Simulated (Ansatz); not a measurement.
Molecule: C₆H₁₁, charge 0, multiplicity 2. It need not be the lowest isomer of its formula. SMILES: C/C=C\[CH]CC
Coordinates optimised at B3LYP-D3(BJ)/def2-TZVP (Ansatz, a quantum-chemistry and plane-wave program):
```
C
C 1 1.3838
H 1 1.0854 2 116.08
H 2 1.0866 1 114.56 3 -2.94
C 2 1.3871 4 114.35 1 -179.95
H 5 1.0837 2 115.94 4 -2.39
C 5 1.4954 6 115.94 2 179.60
H 7 1.0904 5 110.55 6 15.49
H 7 1.0915 8 107.79 5 -123.29
H 7 1.0964 8 106.94 9 -114.62
C 1 1.4957 3 115.25 2 177.77
H 11 1.0889 1 111.19 3 155.53
H 11 1.0944 12 106.39 1 118.11
C 11 1.5377 12 109.40 13 116.87
H 14 1.0913 11 110.86 12 62.25
H 14 1.0917 15 107.55 11 -121.40
H 14 1.0921 15 108.34 16 -116.64
```
Charge 0, spin multiplicity 2.

Quantity: atomisation energy (electronic, to ground-state atoms), in kcal/mol. Valence correlation only, unless marked. Open shells are spin-unrestricted. Spin-orbit coupling is left out. Non-relativistic unless marked X2C. The coupled-cluster limit lacks core correlation, which all-electron functionals hold. Basis-set limits of correlation are two-point, X^-3; Hartree-Fock from the larger set. [CCSD(T)-MP2]/basis is that difference in the basis named.

```tsv
level	program	atomisation energy (kcal/mol)	minus last row
HF/cc-pVTZ	Ansatz	1258.3	-390.2
CAM-B3LYP-D3(BJ)/def2-TZVPD	Ansatz + dftd3	1659.6	11.1
LC-wPBE-D3(BJ)/def2-TZVPD	Ansatz + dftd3	1658.6	10.1
SCS-MP2/6-31G	Ansatz	1442.7	-205.8
CCSD(T)/cc-pwCVTZ	Ansatz	1614.3	-34.2
X2C-CCSD(T)/cc-pVTZ-DK	Ansatz	1612.1	-36.4
RI-MP2/CBS(cc-pVTZ,cc-pVQZ)+[CCSD(T)-MP2]/cc-pVTZ	Ansatz	1648.5	0.0
```

The UHF reference is spin-contaminated (<S^2> 0.20 over the pure value in the largest basis).
